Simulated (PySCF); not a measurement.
# How the method changes the constants of BeO⁻

State: ²Σ⁺ (doublet), unpaired electrons σ ↑. Set-up: basis Be aug-pcseg-1, O aug-pcseg-1; no relativity; PySCF 2.14. De refers to Be + O⁻ in their high-spin ground configurations, without counterpoise correction. The functionals are run spin-unrestricted. A positive dipole points towards O; it is taken about the centre of mass and depends on that origin. Levels whose curve was spin-contaminated or gave no clean fit are not listed.

```json
{"Level": "UHF-MP2", "Re (Å)": "1.403", "ωe (cm⁻¹)": "1295", "De (eV)": "5.47", "μ (D)": "n/a"}
{"Level": "UHF-SCS-MP2", "Re (Å)": "1.397", "ωe (cm⁻¹)": "1324", "De (eV)": "n/a", "μ (D)": "n/a"}
{"Level": "UHF-CCSD", "Re (Å)": "1.390", "ωe (cm⁻¹)": "1328", "De (eV)": "n/a", "μ (D)": "n/a"}
{"Level": "UHF-CCSD(T)", "Re (Å)": "1.400", "ωe (cm⁻¹)": "1288", "De (eV)": "n/a", "μ (D)": "n/a"}
{"Level": "PBE", "Re (Å)": "1.394", "ωe (cm⁻¹)": "1305", "De (eV)": "5.45", "μ (D)": "0.55"}
{"Level": "BLYP", "Re (Å)": "1.393", "ωe (cm⁻¹)": "1302", "De (eV)": "5.21", "μ (D)": "0.46"}
{"Level": "BP86", "Re (Å)": "1.395", "ωe (cm⁻¹)": "1302", "De (eV)": "5.37", "μ (D)": "0.53"}
{"Level": "r²SCAN", "Re (Å)": "1.386", "ωe (cm⁻¹)": "1337", "De (eV)": "5.42", "μ (D)": "0.33"}
{"Level": "PBE0", "Re (Å)": "1.377", "ωe (cm⁻¹)": "1370", "De (eV)": "5.20", "μ (D)": "0.27"}
{"Level": "LC-ωPBE", "Re (Å)": "1.373", "ωe (cm⁻¹)": "1395", "De (eV)": "5.19", "μ (D)": "-0.01"}
```

The bond length runs from 1.373 Å (LC-ωPBE) to 1.403 Å (UHF-MP2). De spans 5.19 eV (LC-ωPBE, range-separated hybrid) to 5.47 eV (UHF-MP2, perturbation theory).

Correlated steps freeze 1 core orbital. Correlated levels converge slowly with the basis: in double zeta they bind strong bonds too weakly, by up to about 1 eV, and carry superposition errors of some tenths. For an ion De counts to the pair picked by the measured ionisation energies or electron affinities, which need not be the lowest pair at this level. The highest Kohn–Sham level is positive in this anion. Much of that is self-interaction error, but it also means that the finite basis helps to hold the extra electron. The state is the lowest determinant that a PBE0 search found; another state may lie lower at other levels.
